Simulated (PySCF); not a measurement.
Spinor energies of Pd+ (palladium, charge +1)

Start: [Kr] 4d9; 4d3/2 filled at m_j = -3/2, -1/2, +1/2, +3/2; 4d5/2 filled at m_j = -3/2, -1/2, +1/2, +3/2, +5/2. Calculated with PySCF 2.14 in x2c-TZVPPall-2c (8s9p7d2f1g, 93 functions): generalised Hartree-Fock with the X2C-1e Hamiltonian and a Gaussian nucleus; one run each with spin-orbit coupling (SO) switched off, then screened by Boettger's factors.

```json
{"spinor shell": "1s1/2", "electrons": "2", "ε, spin-free (eV)": "-24486.9", "ε, screened SO (eV)": "-24485.1", "weight of nominal j (screened SO)": "1.000", "rms radius, screened SO (bohr)": "0.0365"}
{"spinor shell": "2s1/2", "electrons": "2", "ε, spin-free (eV)": "-3668.7", "ε, screened SO (eV)": "-3668.2", "weight of nominal j (screened SO)": "1.000", "rms radius, screened SO (bohr)": "0.150"}
{"spinor shell": "2p1/2", "electrons": "2", "ε, spin-free (eV)": "-3283.5", "ε, screened SO (eV)": "-3393.8", "weight of nominal j (screened SO)": "1.000", "rms radius, screened SO (bohr)": "0.130"}
{"spinor shell": "2p3/2", "electrons": "4", "ε, spin-free (eV)": "-3283.5", "ε, screened SO (eV)": "-3232.4", "weight of nominal j (screened SO)": "1.000", "rms radius, screened SO (bohr)": "0.135"}
{"spinor shell": "3s1/2", "electrons": "2", "ε, spin-free (eV)": "-706.75", "ε, screened SO (eV)": "-706.59", "weight of nominal j (screened SO)": "1.000", "rms radius, screened SO (bohr)": "0.403"}
{"spinor shell": "3p1/2", "electrons": "2", "ε, spin-free (eV)": "-576.91", "ε, screened SO (eV)": "-596.83", "weight of nominal j (screened SO)": "1.000", "rms radius, screened SO (bohr)": "0.399"}
{"spinor shell": "3p3/2", "electrons": "4", "ε, spin-free (eV)": "-576.91", "ε, screened SO (eV)": "-567.60", "weight of nominal j (screened SO)": "1.000", "rms radius, screened SO (bohr)": "0.410"}
{"spinor shell": "3d3/2", "electrons": "4", "ε, spin-free (eV)": "-371.08", "ε, screened SO (eV)": "-374.55", "weight of nominal j (screened SO)": "0.999", "rms radius, screened SO (bohr)": "0.387"}
{"spinor shell": "3d5/2", "electrons": "6", "ε, spin-free (eV)": "-371.08", "ε, screened SO (eV)": "-368.60", "weight of nominal j (screened SO)": "0.999", "rms radius, screened SO (bohr)": "0.390"}
{"spinor shell": "4s1/2", "electrons": "2", "ε, spin-free (eV)": "-116.43", "ε, screened SO (eV)": "-116.39", "weight of nominal j (screened SO)": "1.000", "rms radius, screened SO (bohr)": "1.02"}
{"spinor shell": "4p1/2", "electrons": "2", "ε, spin-free (eV)": "-77.070", "ε, screened SO (eV)": "-80.966", "weight of nominal j (screened SO)": "0.986", "rms radius, screened SO (bohr)": "1.10"}
{"spinor shell": "4p3/2", "electrons": "4", "ε, spin-free (eV)": "-77.070", "ε, screened SO (eV)": "-75.207", "weight of nominal j (screened SO)": "0.993", "rms radius, screened SO (bohr)": "1.13"}
{"spinor shell": "4d3/2", "electrons": "4", "ε, spin-free (eV)": "-20.670", "ε, screened SO (eV)": "-21.213", "weight of nominal j (screened SO)": "0.901", "rms radius, screened SO (bohr)": "1.57"}
{"spinor shell": "4d5/2", "electrons": "5", "ε, spin-free (eV)": "-20.670", "ε, screened SO (eV)": "-20.246", "weight of nominal j (screened SO)": "0.921", "rms radius, screened SO (bohr)": "1.60"}
```

```csv
quantity,spin-free,screened SO
E (hartree),-5042.08935,-5042.95079
M_J,5/2,5/2
⟨J²⟩,8.778,8.781
⟨L²⟩,6.022,6.037
⟨S²⟩,0.756,0.769
```

Each row is a mean over spinors that exchange with the open shell spreads, by up to 4.973 eV (4p3/2).

Breit and QED terms are absent; they matter most for the inner s and p1/2 levels.

Densities and radii are taken from the X2C orbitals without a picture-change correction, which distorts them close to the nucleus.

Without spin-orbit coupling the j labels of p, d and f shells carry no meaning; the spin-free column gives the mean over the occupied spinors of each nl shell.
